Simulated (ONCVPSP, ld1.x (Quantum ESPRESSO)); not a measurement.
Pseudopotentials across the periodic table

Generated with ld1.x 7.5 (TM, RRKJ, ultrasoft, PAW), atompaw 4.2 or ONCVPSP 4.0.1. The cutoff is in Ry: for ld1.x and atompaw files where the sum of valence levels is converged to 10 mRy in a Bessel basis, for ONCV files where the hardest occupied wave has 1 mHa per electron of residual kinetic energy. The error is the largest all-electron minus pseudo excitation energy over each file’s own four to seven test configurations (ionisations up to +4, promotions, holes and added fractions of an electron), all of which were solved. The labels leave out finer settings (local radius, basis sizes, second energies), which also bear on the numbers. Spin-polarised tests are not counted. The rows are a selection from randomly drawn settings: files with unsolved tests, undetermined cutoffs or missed reference levels are left out.

A true bound ghost makes a file unfit for plane-wave use even where its test errors are small: the radial tests pick states by their node count and pass the ghost by.

```tsv
element	potential	cutoff (Ry)	largest error (meV)	bound ghosts
He	ONCV, LDA (Perdew-Wang 92), scalar-relativistic, rc 0.55 (s), local smoothed, core correction no, reference 1s2, qcut 13.4, projectors 1	153	+4.6	none
C	RRKJ, PBE, non-relativistic, rc 0.95/1.70 (sp), local p, core correction no, reference 2s2 2p2	40	+412	none
P	ONCV, PBEsol, scalar-relativistic, rc 0.70/1.00/1.05 (spd), local smoothed, core correction no, reference 2s2 2p6 3s2 3p3, qcut 22.4/16.7/8.3, projectors 2/2/1	287	+8.7	none
Zn	ONCV, LDA (Perdew-Wang 92), scalar-relativistic, rc 1.15/0.60/1.45 (spd), local smoothed, core correction yes, reference 3s2 3p6 3d10 4s2, qcut 12.4/16.4/11.6, projectors 2/3/2	205	+351	p
Br	ONCV, revPBE, scalar-relativistic, rc 1.30/1.30/1.25 (spd), local smoothed, core correction yes, reference 4s2 4p4, qcut 5/5.1/8.9, projectors 3/1/2	135	-9.6	s, d
Tc	TM, PW91, fully relativistic, rc 2.35/3.00/1.65 (spd), local s, core correction yes, reference 4d5 5s2 5p0	50	-963	none
Ba	RRKJ, PBE, non-relativistic, rc 4.20/2.75/4.20 (spd), local s, core correction yes, reference 5p6 5d0 6s2 6p0	15	-722	none
```

Question: Fill in the row for In: ONCV, PBEsol, scalar-relativistic, rc 2.00/2.15/1.35 (spd), local d, core correction yes, reference 4d10 5s2, qcut 2.9/4/13.3, projectors 3/1/0.

Answer: cutoff 90 Ry, largest error +35 meV, bound ghosts: s, p.

Question: Fill in the row for Gd: ONCV, PBE, non-relativistic, rc 2.20/1.95/3.82/1.10 (spdf), local f, core correction yes, reference 4f7 5s2 5p6 5d2 6s1, qcut 5.6/6.5/5.7/16.8, projectors 2/2/1/0.

Answer: cutoff 227 Ry, largest error -266 meV, bound ghosts: s, p, d.
